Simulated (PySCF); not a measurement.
## InH: one state, many levels of theory

State: ¹Σ⁺ (singlet), closed shell. Set-up: In def2-TZVP with ECP28, H def2-TZVP; scalar-relativistic core potentials (PySCF 2.14). De refers to In + H in their high-spin ground configurations, without counterpoise correction. A positive dipole means In(−)H(+).

| Level | Re (Å) | ωe (cm⁻¹) | De (eV) | μ (D) | CPU s a point (SCF and correlation, without the integrals) |
| --- | --- | --- | --- | --- | --- |
| RHF | 1.843 | 1529 | 1.83 | -0.53 | 0.062 |
| RHF-MP2 | 1.823 | 1557 | 2.43 | n/a | 0.11 |
| RHF-SCS-MP2 | 1.830 | 1542 | 2.53 | n/a | n/a |
| RHF-CCSD | 1.833 | 1523 | 2.59 | n/a | n/a |
| RHF-CCSD(T) | 1.835 | 1512 | 2.61 | n/a | 1.2 |
| PBE | 1.872 | 1395 | 2.66 | -0.96 | 0.52 |
| BLYP | 1.884 | 1368 | 2.73 | -1.12 | 0.35 |
| r²SCAN | 1.847 | 1461 | 2.68 | -0.79 | 0.77 |
| B3LYP | 1.862 | 1431 | 2.75 | -0.98 | 0.61 |
| PBE0 | 1.850 | 1463 | 2.62 | -0.79 | 1 |
| M06-2X | 1.862 | 1440 | 2.52 | -0.82 | 0.83 |
| LC-ωPBE | 1.820 | 1550 | 2.63 | -0.53 | 0.62 |

(1) Which functional lies closest to RHF-CCSD(T) in De, which farthest, and by how much do they differ from it?

(2) What does a quarter of exact exchange do here, going from PBE to PBE0?

(3) What does second-order correlation do here, going from RHF to RHF-MP2?

Correlated steps freeze 4 core orbitals. These are scalar-relativistic numbers at best; spin–orbit coupling would shift them, the dissociation energy most. Where the molecule has an RHF reference, its open-shell atoms are computed with UHF.

The whole job (state search and all levels along the bond) took about 1.5 min on 1 thread of Arm Neoverse V2 (shared host), peak memory 0.79 GiB.

Results:

(1) Closest is PBE0 (+1.5 pm in Re, -3.2 % in ωe, +0.01 eV in De against RHF-CCSD(T) in the same basis), farthest B3LYP (+2.7 pm in Re, -5.4 % in ωe, +0.14 eV in De). CCSD(T) converges more slowly with the basis than the functionals do and binds too weakly in this one, so the order can change at the basis-set limit.

(2) PBE0 less PBE: -2.2 pm in Re, +4.9 % in ωe, -0.04 eV in De. Exact exchange removes part of the self-interaction that spreads semilocal densities, and in most molecules shortens and stiffens the bond and lowers De; so it does here.

(3) RHF-MP2 less RHF: -2.0 pm in Re, +1.8 % in ωe, +0.60 eV in De. Correlation nearly always deepens the well. The bond shortens, as in weak, metallic or heavy-atom bonds, where dispersion and the correlation of outer-core electrons pull the atoms together.
